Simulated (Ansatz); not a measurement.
Molecular dynamics of C2H7AlO

input.yaml

```yaml
crystal:
  periodic: [false, false, false]
  atoms:
    - { symbol: C, position_ang: [-0.900542, 1.11586, 0.050479] }
    - { symbol: C, position_ang: [0.00483, 0.10593, 0.790049] }
    - { symbol: Al, position_ang: [1.260725, -0.749397, -0.381277] }
    - { symbol: O, position_ang: [0.760777, -2.104292, -1.270968] }
    - { symbol: H, position_ang: [-1.494239, 0.625589, -0.739727] }
    - { symbol: H, position_ang: [-1.613505, 1.605887, 0.736269] }
    - { symbol: H, position_ang: [-0.308067, 1.914131, -0.427431] }
    - { symbol: H, position_ang: [-0.641471, -0.636433, 1.287831] }
    - { symbol: H, position_ang: [0.535717, 0.641248, 1.59398] }
    - { symbol: H, position_ang: [2.677272, -0.313342, -0.621445] }
    - { symbol: H, position_ang: [-0.216198, -2.262179, -0.99726] }
basis:
  gaussian: { orbitals: STO-3G }
hamiltonian:
  xc: lda
md:
  timestep: 0.5
  n_steps: 100
  ensemble: nve
  temperature: 500.0
  initial_velocities: maxwell_boltzmann
  seed: 667129
scf:
  lower_state_search: "off"
```

Launched with:

```bash
$ ansatz run input.yaml --threads 1 --pin off --max-ram 2048MiB --backend cpu --events-out ev --progress --plain --runs-dir out
```

It starts from a relaxed structure.

Output, in part (one step line in 2, the closing report, with atoms numbered from 0):

```
md step     0: t =     0.00 fs  T =   500.0 K  F+E_penalty+E_count = -10633.55546955 eV  E_kin = 0.581670 eV  conserved = -10632.97379956 eV  (14 SCF iters)
md step     2: t =     1.00 fs  T =   447.8 K  F+E_penalty+E_count = -10633.49347033 eV  E_kin = 0.520955 eV  conserved = -10632.97251520 eV  (19 SCF iters)
md step     4: t =     2.00 fs  T =   351.0 K  F+E_penalty+E_count = -10633.37892424 eV  E_kin = 0.408385 eV  conserved = -10632.97053965 eV  (19 SCF iters)
md step     6: t =     3.00 fs  T =   304.7 K  F+E_penalty+E_count = -10633.32484060 eV  E_kin = 0.354453 eV  conserved = -10632.97038725 eV  (19 SCF iters)
md step     8: t =     4.00 fs  T =   318.2 K  F+E_penalty+E_count = -10633.34210675 eV  E_kin = 0.370222 eV  conserved = -10632.97188461 eV  (19 SCF iters)
md step    10: t =     5.00 fs  T =   320.3 K  F+E_penalty+E_count = -10633.34548237 eV  E_kin = 0.372573 eV  conserved = -10632.97290975 eV  (18 SCF iters)
md step    12: t =     6.00 fs  T =   263.6 K  F+E_penalty+E_count = -10633.27852822 eV  E_kin = 0.306665 eV  conserved = -10632.97186336 eV  (18 SCF iters)
md step    14: t =     7.00 fs  T =   202.3 K  F+E_penalty+E_count = -10633.20518253 eV  E_kin = 0.235294 eV  conserved = -10632.96988874 eV  (18 SCF iters)
md step    16: t =     8.00 fs  T =   224.9 K  F+E_penalty+E_count = -10633.23214072 eV  E_kin = 0.261595 eV  conserved = -10632.97054534 eV  (18 SCF iters)
md step    18: t =     9.00 fs  T =   300.8 K  F+E_penalty+E_count = -10633.32281959 eV  E_kin = 0.349925 eV  conserved = -10632.97289499 eV  (18 SCF iters)
md step    20: t =    10.00 fs  T =   321.1 K  F+E_penalty+E_count = -10633.34675446 eV  E_kin = 0.373589 eV  conserved = -10632.97316560 eV  (18 SCF iters)
md step    22: t =    11.00 fs  T =   267.0 K  F+E_penalty+E_count = -10633.28206858 eV  E_kin = 0.310630 eV  conserved = -10632.97143880 eV  (18 SCF iters)
md step    24: t =    12.00 fs  T =   217.6 K  F+E_penalty+E_count = -10633.22335350 eV  E_kin = 0.253104 eV  conserved = -10632.97024903 eV  (13 SCF iters)
md step    26: t =    13.00 fs  T =   230.1 K  F+E_penalty+E_count = -10633.23863081 eV  E_kin = 0.267649 eV  conserved = -10632.97098176 eV  (19 SCF iters)
md step    28: t =    14.00 fs  T =   271.9 K  F+E_penalty+E_count = -10633.28858892 eV  E_kin = 0.316289 eV  conserved = -10632.97229944 eV  (18 SCF iters)
md step    30: t =    15.00 fs  T =   280.1 K  F+E_penalty+E_count = -10633.29829000 eV  E_kin = 0.325838 eV  conserved = -10632.97245204 eV  (18 SCF iters)
md step    32: t =    16.00 fs  T =   248.3 K  F+E_penalty+E_count = -10633.26017054 eV  E_kin = 0.288903 eV  conserved = -10632.97126717 eV  (19 SCF iters)
md step    34: t =    17.00 fs  T =   235.4 K  F+E_penalty+E_count = -10633.24416638 eV  E_kin = 0.273833 eV  conserved = -10632.97033358 eV  (19 SCF iters)
md step    36: t =    18.00 fs  T =   282.7 K  F+E_penalty+E_count = -10633.30034140 eV  E_kin = 0.328876 eV  conserved = -10632.97146533 eV  (19 SCF iters)
md step    38: t =    19.00 fs  T =   337.3 K  F+E_penalty+E_count = -10633.36546426 eV  E_kin = 0.392386 eV  conserved = -10632.97307787 eV  (19 SCF iters)
md step    40: t =    20.00 fs  T =   323.4 K  F+E_penalty+E_count = -10633.34895853 eV  E_kin = 0.376170 eV  conserved = -10632.97278869 eV  (19 SCF iters)
md step    42: t =    21.00 fs  T =   251.9 K  F+E_penalty+E_count = -10633.26427409 eV  E_kin = 0.293046 eV  conserved = -10632.97122798 eV  (19 SCF iters)
md step    44: t =    22.00 fs  T =   196.1 K  F+E_penalty+E_count = -10633.19869608 eV  E_kin = 0.228129 eV  conserved = -10632.97056695 eV  (19 SCF iters)
md step    46: t =    23.00 fs  T =   188.8 K  F+E_penalty+E_count = -10633.19104249 eV  E_kin = 0.219618 eV  conserved = -10632.97142446 eV  (19 SCF iters)
md step    48: t =    24.00 fs  T =   192.0 K  F+E_penalty+E_count = -10633.19558094 eV  E_kin = 0.223351 eV  conserved = -10632.97222945 eV  (19 SCF iters)
md step    50: t =    25.00 fs  T =   167.0 K  F+E_penalty+E_count = -10633.16623769 eV  E_kin = 0.194273 eV  conserved = -10632.97196492 eV  (19 SCF iters)
md step    52: t =    26.00 fs  T =   129.0 K  F+E_penalty+E_count = -10633.12085057 eV  E_kin = 0.150028 eV  conserved = -10632.97082272 eV  (20 SCF iters)
md step    54: t =    27.00 fs  T =   134.4 K  F+E_penalty+E_count = -10633.12672046 eV  E_kin = 0.156407 eV  conserved = -10632.97031305 eV  (19 SCF iters)
md step    56: t =    28.00 fs  T =   203.5 K  F+E_penalty+E_count = -10633.20843572 eV  E_kin = 0.236713 eV  conserved = -10632.97172318 eV  (19 SCF iters)
md step    58: t =    29.00 fs  T =   270.4 K  F+E_penalty+E_count = -10633.28745493 eV  E_kin = 0.314552 eV  conserved = -10632.97290260 eV  (19 SCF iters)
md step    60: t =    30.00 fs  T =   277.1 K  F+E_penalty+E_count = -10633.29456552 eV  E_kin = 0.322312 eV  conserved = -10632.97225385 eV  (19 SCF iters)
md step    62: t =    31.00 fs  T =   249.0 K  F+E_penalty+E_count = -10633.26074203 eV  E_kin = 0.289656 eV  conserved = -10632.97108576 eV  (19 SCF iters)
md step    64: t =    32.00 fs  T =   239.5 K  F+E_penalty+E_count = -10633.24962515 eV  E_kin = 0.278566 eV  conserved = -10632.97105931 eV  (19 SCF iters)
md step    66: t =    33.00 fs  T =   252.2 K  F+E_penalty+E_count = -10633.26519055 eV  E_kin = 0.293419 eV  conserved = -10632.97177155 eV  (19 SCF iters)
md step    68: t =    34.00 fs  T =   254.3 K  F+E_penalty+E_count = -10633.26790224 eV  E_kin = 0.295788 eV  conserved = -10632.97211400 eV  (19 SCF iters)
md step    70: t =    35.00 fs  T =   227.4 K  F+E_penalty+E_count = -10633.23636865 eV  E_kin = 0.264492 eV  conserved = -10632.97187707 eV  (19 SCF iters)
md step    72: t =    36.00 fs  T =   187.4 K  F+E_penalty+E_count = -10633.18893252 eV  E_kin = 0.217985 eV  conserved = -10632.97094706 eV  (19 SCF iters)
md step    74: t =    37.00 fs  T =   180.1 K  F+E_penalty+E_count = -10633.18011766 eV  E_kin = 0.209532 eV  conserved = -10632.97058536 eV  (19 SCF iters)
md step    76: t =    38.00 fs  T =   219.5 K  F+E_penalty+E_count = -10633.22716767 eV  E_kin = 0.255357 eV  conserved = -10632.97181055 eV  (19 SCF iters)
md step    78: t =    39.00 fs  T =   249.8 K  F+E_penalty+E_count = -10633.26327180 eV  E_kin = 0.290561 eV  conserved = -10632.97271036 eV  (19 SCF iters)
md step    80: t =    40.00 fs  T =   227.8 K  F+E_penalty+E_count = -10633.23709297 eV  E_kin = 0.265049 eV  conserved = -10632.97204361 eV  (19 SCF iters)
md step    82: t =    41.00 fs  T =   183.1 K  F+E_penalty+E_count = -10633.18398135 eV  E_kin = 0.213026 eV  conserved = -10632.97095487 eV  (18 SCF iters)
md step    84: t =    42.00 fs  T =   167.5 K  F+E_penalty+E_count = -10633.16563836 eV  E_kin = 0.194806 eV  conserved = -10632.97083234 eV  (18 SCF iters)
md step    86: t =    43.00 fs  T =   188.9 K  F+E_penalty+E_count = -10633.19125089 eV  E_kin = 0.219749 eV  conserved = -10632.97150191 eV  (18 SCF iters)
md step    88: t =    44.00 fs  T =   213.9 K  F+E_penalty+E_count = -10633.22100845 eV  E_kin = 0.248810 eV  conserved = -10632.97219891 eV  (18 SCF iters)
md step    90: t =    45.00 fs  T =   209.7 K  F+E_penalty+E_count = -10633.21585643 eV  E_kin = 0.243952 eV  conserved = -10632.97190443 eV  (18 SCF iters)
md step    92: t =    46.00 fs  T =   194.2 K  F+E_penalty+E_count = -10633.19655963 eV  E_kin = 0.225924 eV  conserved = -10632.97063584 eV  (18 SCF iters)
md step    94: t =    47.00 fs  T =   224.7 K  F+E_penalty+E_count = -10633.23205912 eV  E_kin = 0.261429 eV  conserved = -10632.97062983 eV  (19 SCF iters)
md step    96: t =    48.00 fs  T =   299.5 K  F+E_penalty+E_count = -10633.32064976 eV  E_kin = 0.348376 eV  conserved = -10632.97227379 eV  (19 SCF iters)
md step    98: t =    49.00 fs  T =   342.8 K  F+E_penalty+E_count = -10633.37183402 eV  E_kin = 0.398767 eV  conserved = -10632.97306746 eV  (19 SCF iters)
md step   100: t =    50.00 fs  T =   315.6 K  F+E_penalty+E_count = -10633.33919785 eV  E_kin = 0.367152 eV  conserved = -10632.97204570 eV  (19 SCF iters)
Total energy: -10633.33922022 eV, -390.7680088067 hartree
Atom 0 at    -0.881714     1.029593     0.000904 Å, force     1.087575    -0.265167    -1.298338 eV/Å
Atom 1 at     0.082020     0.187539     0.876880 Å, force    -0.020420     0.493935    -0.442190 eV/Å
Atom 2 at     1.177843    -0.769516    -0.336967 Å, force     1.318040    -0.096523     0.302638 eV/Å
Atom 3 at     0.810601    -2.059845    -1.356278 Å, force    -0.461285    -0.096912    -0.272569 eV/Å
Atom 4 at    -1.626272     0.360411    -0.432112 Å, force    -0.443893    -0.224431    -0.240656 eV/Å
Atom 5 at    -1.411567     1.773630     0.555868 Å, force    -0.724396     1.050420     0.825489 eV/Å
Atom 6 at    -0.399743     1.566215    -0.882405 Å, force    -0.238906    -0.632359     1.153840 eV/Å
Atom 7 at    -0.496691    -0.429719     1.566028 Å, force    -0.341880    -0.224104     0.131352 eV/Å
Atom 8 at     0.711181     0.837013     1.509715 Å, force    -0.050706     0.051530    -0.207150 eV/Å
Atom 9 at     2.653128    -0.436706    -0.398732 Å, force    -0.217985    -0.052918    -0.096097 eV/Å
Atom 10 at    -0.206919    -2.207385    -1.362104 Å, force     0.093856    -0.003471     0.143682 eV/Å
Dipole moment:    -0.325784    -0.020645     0.014283 e Å
```

The run went to its last step. The conserved energy stayed within 0.37 meV per atom of its start (net change 0.16 meV per atom), so the integration is sound. A run of 0.05 ps of so small a system gives no equilibrium averages. Limits of this set-up: minimal basis.

The same pairs are bonded in the first frame and the last. Pairs count as bonded within 1.25 times the sum of covalent radii (0.12 Å more for H–H).

Last frame:

```xyz
11
Properties=species:S:1:pos:R:3
C -0.882 1.030 0.001
C 0.082 0.188 0.877
Al 1.178 -0.769 -0.337
O 0.811 -2.060 -1.356
H -1.626 0.360 -0.432
H -1.412 1.774 0.556
H -0.400 1.566 -0.882
H -0.497 -0.430 1.566
H 0.711 0.837 1.510
H 2.653 -0.437 -0.399
H -0.207 -2.207 -1.362
```

Run time: 83 s on 1 thread of Arm Neoverse V2, with other jobs on the host, peak memory 0.08 GiB.
